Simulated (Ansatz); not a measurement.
C4H12BP⁺, that is BMe2(PMe2) with one electron fewer. The state is a doublet with charge 1. Geometry r2SCAN-D4/def2-SVP, that of the neutral singlet; atoms count from 1.

Cartesian coordinates in Å:
```
B 0.909 -0.262 -0.087
C 1.238 -1.122 -1.368
H 0.670 -2.070 -1.275
H 2.301 -1.409 -1.441
H 0.927 -0.675 -2.325
C 1.790 -0.422 1.209
H 1.733 -1.477 1.541
H 1.526 0.213 2.067
H 2.857 -0.256 0.971
P -0.428 1.061 -0.179
C -1.278 1.183 1.462
C -1.769 0.472 -1.312
H -1.797 0.254 1.746
H -2.011 2.005 1.441
H -0.535 1.423 2.238
H -2.271 -0.437 -0.942
H -2.523 1.263 -1.444
H -1.338 0.256 -2.302
```

Estimate the Mulliken populations from the PBE0/def2-TZVP orbitals of Ansatz.


```
atom  charge (e)  spin (α − β)
  B1        0.11          0.09
  C2       -0.42          0.01
  H3        0.19          0.00
  H4        0.19          0.01
  H5        0.15          0.00
  C6       -0.41          0.01
  H7        0.19          0.00
  H8        0.14          0.00
  H9        0.20          0.01
 P10        0.34          0.79
 C11       -0.43         -0.01
 C12       -0.43         -0.01
 H13        0.20          0.03
 H14        0.20          0.01
 H15        0.19          0.00
 H16        0.20          0.03
 H17        0.20          0.01
 H18        0.19          0.00
```
Mulliken values and Mayer orders depend strongly on the basis.

Where does the spin sit?

Summed by element: B 0.09, C 0.01, H 0.11, P 0.79, of 1 unpaired in all. Largest on single atoms: P10 0.79, B1 0.09, H16 0.03.

And the Mayer bond orders between bonded heavy atoms (over 0.3)?

B1–C2 1.09 (1.58 Å); B1–C6 1.10 (1.58 Å); B1–P10 0.95 (1.88 Å); P10–C11 1.04 (1.85 Å); P10–C12 1.04 (1.85 Å).
